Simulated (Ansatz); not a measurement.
Species: H₂S₂, charge 0, singlet. H2S2 (SMILES SS).
B3LYP-D3(BJ)/def2-TZVP minimum from Ansatz (a first-principles code):
```
S
H 1 1.3476
S 1 2.0719 2 98.52
H 3 1.3476 1 98.52 2 -90.39
```
Charge 0, spin multiplicity 1.

Wanted: atomisation energy (electronic, to ground-state atoms), in kcal/mol. Open shells are spin-unrestricted; no spin-orbit coupling. CBS(X,Y): correlation extrapolated as X^-3, Hartree-Fock from the larger set (Q,5: extrapolated as (X+1)exp(-9√X)). A bracket is a step between two methods taken in the basis named. Functionals run without relativity, which enters their misses. '+ core + X2C': CCSD(T) terms for core correlation (cc-pwCVTZ, 1s frozen past Ne) and scalar relativity (cc-pVTZ-DK). For partners of very few electrons the exact lower level stands in for a higher one.

CCSD(T)/CBS(cc-pV(Q+d)Z,cc-pV(5+d)Z) + [CCSDT(Q) - CCSD(T)]/cc-pV(T+d)Z + [CCSDTQ - CCSDT(Q)]/cc-pV(D+d)Z + core + X2C (Ansatz) gives 243.0 kcal/mol.

How far off this value is PBE/def2-TZVPD (Ansatz), in which direction, and which of these levels come nearer: r2SCAN/def2-TZVPD, wB97M-V/def2-TZVPD, CCSD(T)/CBS(cc-pV(Q+d)Z,cc-pV(5+d)Z) + core + X2C?

PBE gives 246.2 kcal/mol, 3.2 kcal/mol above it. Differences of the others: r2SCAN/def2-TZVPD (Ansatz) -0.2; wB97M-V/def2-TZVPD (Ansatz) 2.4; CCSD(T)/CBS(cc-pV(Q+d)Z,cc-pV(5+d)Z) + core + X2C (Ansatz) -0.2 kcal/mol. Nearer than PBE: r2SCAN/def2-TZVPD, wB97M-V/def2-TZVPD, CCSD(T)/CBS(cc-pV(Q+d)Z,cc-pV(5+d)Z) + core + X2C.
